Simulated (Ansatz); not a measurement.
A structure relaxed at r2SCAN-D4/def2-SVP in Ansatz, charge 1, doublet:

```csv
atom,x (Å),y (Å),z (Å)
Rh1,0.233,0.441,-1.403
Rh2,0.356,-1.453,0.212
Rh3,0.865,0.917,0.792
Rh4,-1.455,0.096,0.399
```

(1) Give its formula.

(2) Summarise the bond lengths by kind (pairs closer than 1.2 times the sum of covalent radii, bridged metal pairs left out).

Answers

(1) Rh4⁺.

(2) 6 × Rh–Rh 2.33 to 2.49 Å.

In the def2 sets Rh takes a core potential; there is no spin–orbit coupling. The charge 1 doublet is spin-contaminated (final ⟨S²⟩ up to 1.67, 0.75 for a pure state). The relaxation made no stability test and no search for a lower SCF solution. At r2SCAN-D4/def2-SVP a quartet of charge 1 lies 0.06 eV below the doublet, each at its own geometry. The structure comes from a short search, and lower isomers may exist.
